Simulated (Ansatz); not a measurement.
A made-up structure of BSiHClO (charge -1), singlet:

```csv
atom,x (Å),y (Å),z (Å)
O1,0.2849,2.1249,-0.4467
Si2,0.2788,0.6991,0.1740
B3,-0.6202,-0.9074,-0.3542
Cl4,1.6147,-0.0900,-1.2853
H5,0.3692,0.5700,1.6879
```

It is relaxed with PBE-D4/def2-SVPD and then PBE0-D4/def2-TZVPD (Ansatz 0.2.0). Atoms count as bonded within 1.22 times the sum of their covalent radii (H–H: 0.88 Å). The end point is not checked to be a true minimum.

(1) Does its bonding change? (A judgement: the text doesn't fix the answer.)

## Answers

(1) Computed: Yes. Formed: B3–Cl4; broken: Si2–Cl4.

Where it ends: The first stage lowers the energy by 1.85 eV in 19 steps. It ends as BSiHClO ([O][SiH][B][Cl]), total charge -1:
```xyz
5
angstrom
O -0.4708 2.4945 -0.0812
Si 0.2764 1.1766 0.2692
B 0.2993 -0.5331 -0.5937
Cl 1.3379 -1.5740 -1.5559
H 0.4845 0.8325 1.7373
```

Labels in which every atom is bracketed show which atoms are joined, not bond orders.

For scale, one of the runs: PBE0-D4/def2-TZVPD relaxation, 175 basis functions, launched by `ansatz run in.yaml --threads 2 --pin off --events-out ev --progress --plain --max-ram 4352MiB`. The run took about 31 s on 2 CPU threads of an Arm Neoverse V2 (shared host).
